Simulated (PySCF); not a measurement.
Species: C5H12S2Si.
SMILES with atom numbers: `[SiH3:1][S:2][C@H:3]1[CH2:4][CH2:5][CH2:6][CH2:7][S:8]1` (hydrogens: H9, H10, H11 on Si1; H12 on C3; H13, H14 on C4; H15, H16 on C5; H17, H18 on C6; H19, H20 on C7)

Cartesian coordinates in Å at the PBE0-D3(BJ)/def2-SVP level; atoms count from 1:
```xyz
20
C5H12S2Si angstrom
Si     3.0699   -0.2604   -0.0407
S      1.6175    1.0479   -0.9216
C      0.4035   -0.1680   -1.6106
C     -0.1582   -1.1441   -0.5829
C     -0.9649   -0.4795    0.5252
C     -2.1594    0.3115    0.0007
C     -1.7592    1.4033   -0.9782
S     -0.9112    0.7551   -2.4489
H      3.3959   -1.3714   -0.9882
H      2.6253   -0.8645    1.2531
H      4.2747    0.5835    0.2029
H      0.9151   -0.7142   -2.4175
H     -0.7912   -1.8608   -1.1338
H      0.6662   -1.7342   -0.1450
H     -0.3009    0.1929    1.0953
H     -1.3114   -1.2510    1.2305
H     -2.8705   -0.3716   -0.4952
H     -2.6968    0.7723    0.8468
H     -2.6380    1.9367   -1.3706
H     -1.1055    2.1492   -0.4966
```

The closed-shell ground state was solved at several levels (PySCF, density fitting, gas phase, non-relativistic).

| level | basis functions | total energy (Eh) | HOMO (eV) | LUMO (eV) | gap (eV) | dipole (D) |
| --- | --- | --- | --- | --- | --- | --- |
| PBE0/pcSseg-1 | 217 | -1282.9410 | -6.58 | 0.16 | 6.74 | 2.34 |
| PBE0/def2-SVPD | 274 | -1282.5596 | -6.57 | 0.03 | 6.60 | 2.27 |

**Question.** What might KT2/pcSseg-1 (217 basis functions) give for the same quantities?

**Answer.** Total energy -1295.8527 Eh, HOMO -5.50 eV, LUMO -0.92 eV, gap 4.58 eV, dipole 2.19 D.

**Question.** Over all these levels, which gives the widest orbital gap and which the narrowest?

**Answer.** PBE0/pcSseg-1 (global hybrid, 25 % exact exchange) has the widest, 6.74 eV, and KT2/pcSseg-1 (GGA) the narrowest, 4.58 eV. The two share the basis. From the narrowest to the widest the HOMO moves by -1.08 eV and the LUMO by +1.08 eV.

**Question.** How far do the dipole and the HOMO energy spread over the levels?

**Answer.** The dipole runs from 2.19 to 2.34 D (mean 2.27 D) and the HOMO from -6.58 to -5.50 eV.

One conformer stands for the species.
